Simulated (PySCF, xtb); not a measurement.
C3H8As, SMILES [AsH2][C](C)C, multiplicity 2.

Harmonic wavenumbers (cm⁻¹) from GFN2-xTB (xtb) at its own minimum, in rising order: 123, 141, 144, 248, 263, 308, 526, 716, 748, 946, 949, 965, 974, 1026, 1186, 1225, 1386, 1399, 1461, 1470, 1472, 1485, 1863, 1873, 2882, 2886, 2967, 2973, 2978, 2978.

Q: What does PBE-D3(BJ)/def2-SVP (PySCF) give at its own minimum? (The exact figures need the calculation; the answer reports its results.)

A: 98, 103, 121, 237, 250, 291, 508, 687, 737, 900, 918, 925, 934, 974, 1159, 1229, 1324, 1335, 1385, 1390, 1397, 1411, 2078, 2105, 2887, 2892, 2966, 2968, 3043, 3043. Paired by order, the mean absolute difference is 48 cm⁻¹ and the zero-point energies are 58.0 and 57.6 kcal/mol.
